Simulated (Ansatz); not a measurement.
Ansatz (a quantum-chemistry and plane-wave program) input (B3LYP-D3(BJ)/def2-TZVP):

Ansatz 0.2 input:
```yaml
crystal:
  periodic: [false, false, false]
  atoms:
    - {symbol: Zn, position_ang: [0.08062821, 0.01543107, 0.04053830]}
    - {symbol: H, position_ang: [-1.05266009, -1.14082203, -0.57371648]}
    - {symbol: H, position_ang: [-1.36618618, 0.67788989, -0.64243240]}
basis:
  gaussian:
    orbitals: def2-TZVP
hamiltonian:
  xc: b3lyp
  dispersion: d3bj
magnetization: {spin_polarized: true, initial_magnetization: 2}
phonons: {temperatures: {t_min: 298.15, t_max: 298.15, t_step: 100}}
```

Output:

```
Functional definition: B3LYP
integrals: 0.01 GiB planned
547 factors; integrals over basis functions are off by at most 2.8e-4 eV
mean field: 0.21 GiB planned
mean field evaluation 1: about -48448.8217 eV, gradient 2.4e1 eV
mean field evaluation 2: about -48446.7790 eV, gradient 4.9e1 eV
mean field evaluation 4: about -48449.9929 eV, gradient 3.9e-1 eV
mean field evaluation 8: about -48450.0320 eV, gradient 1.5e-2 eV
mean field -48450.03204152 eV, -1780.5058369145 hartree, gradient 6.4e-5 eV, S^2 2.009322; 0 other end points of the search recorded, 0 dependent functions left out
the calculation of the forces begins
reference -48450.03224248 eV, -1780.5058442997 hartree; 17, 15 occupied and 43, 45 virtual orbitals, 547 factors
these checks for a lower state are left out or cut short: stability, starts, cluster_reference, orbital_swaps, neighbouring_geometries, increment
integrals: 0.01 GiB planned
547 factors; integrals over basis functions are off by at most 2.8e-4 eV
mean field: 0.21 GiB planned
mean field evaluation 16: about -48449.9933 eV, gradient 1.7e-1 eV
mean field -48450.03200901 eV, -1780.5058357197 hartree, gradient 1.5e-6 eV, S^2 2.009337; 0 other end points of the search recorded, 0 dependent functions left out
the calculation of the forces begins
reference -48450.03220996 eV, -1780.5058431047 hartree; 17, 15 occupied and 43, 45 virtual orbitals, 547 factors
these checks for a lower state are left out or cut short: stability, starts, cluster_reference, orbital_swaps, neighbouring_geometries, increment
integrals: 0.01 GiB planned
547 factors; integrals over basis functions are off by at most 2.8e-4 eV
mean field: 0.21 GiB planned
mean field -48450.03205447 eV, -1780.5058373906 hartree, gradient 1.3e-6 eV, S^2 2.009307; 0 other end points of the search recorded, 0 dependent functions left out
the calculation of the forces begins
reference -48450.03225544 eV, -1780.5058447760 hartree; 17, 15 occupied and 43, 45 virtual orbitals, 547 factors
these checks for a lower state are left out or cut short: stability, starts, cluster_reference, orbital_swaps, neighbouring_geometries, increment
integrals: 0.01 GiB planned
547 factors; integrals over basis functions are off by at most 2.8e-4 eV
mean field: 0.21 GiB planned
mean field evaluation 32: about -48450.0321 eV, gradient 9.9e-6 eV
mean field -48450.03205143 eV, -1780.5058372788 hartree, gradient 2.0e-6 eV, S^2 2.009314; 0 other end points of the search recorded, 0 dependent functions left out
the calculation of the forces begins
reference -48450.03225240 eV, -1780.5058446643 hartree; 17, 15 occupied and 43, 45 virtual orbitals, 547 factors
these checks for a lower state are left out or cut short: stability, starts, cluster_reference, orbital_swaps, neighbouring_geometries, increment
integrals: 0.01 GiB planned
547 factors; integrals over basis functions are off by at most 2.8e-4 eV
mean field: 0.21 GiB planned
mean field -48450.03201577 eV, -1780.5058359683 hartree, gradient 2.1e-6 eV, S^2 2.009330; 0 other end points of the search recorded, 0 dependent functions left out
the calculation of the forces begins
reference -48450.03221672 eV, -1780.5058433532 hartree; 17, 15 occupied and 43, 45 virtual orbitals, 547 factors
these checks for a lower state are left out or cut short: stability, starts, cluster_reference, orbital_swaps, neighbouring_geometries, increment
integrals: 0.01 GiB planned
547 factors; integrals over basis functions are off by at most 2.8e-4 eV
mean field: 0.21 GiB planned
mean field -48450.03202884 eV, -1780.5058364486 hartree, gradient 9.9e-7 eV, S^2 2.009341; 0 other end points of the search recorded, 0 dependent functions left out
the calculation of the forces begins
reference -48450.03222981 eV, -1780.5058438342 hartree; 17, 15 occupied and 43, 45 virtual orbitals, 547 factors
these checks for a lower state are left out or cut short: stability, starts, cluster_reference, orbital_swaps, neighbouring_geometries, increment
integrals: 0.01 GiB planned
547 factors; integrals over basis functions are off by at most 2.8e-4 eV
mean field: 0.21 GiB planned
mean field -48450.03204652 eV, -1780.5058370983 hartree, gradient 9.9e-7 eV, S^2 2.009303; 0 other end points of the search recorded, 0 dependent functions left out
the calculation of the forces begins
reference -48450.03224747 eV, -1780.5058444831 hartree; 17, 15 occupied and 43, 45 virtual orbitals, 547 factors
Total energy: -48450.06993613 eV, -1780.5072295160 hartree
Atom 0 at     0.080628     0.015431     0.040538 Å, force     0.000145     0.000028     0.000073 eV/Å
Atom 1 at    -1.052660    -1.140822    -0.573716 Å, force     0.000074    -0.000862    -0.000004 eV/Å
Atom 2 at    -1.366186     0.677890    -0.642432 Å, force    -0.000219     0.000834    -0.000068 eV/Å
Dipole moment:     0.040101     0.007675     0.020162 e Å
Vibrations: 626.04 989.48 1164.89 cm⁻¹, zero-point energy 0.172363 eV
```

The spin state was set by rule; other spins were not relaxed.
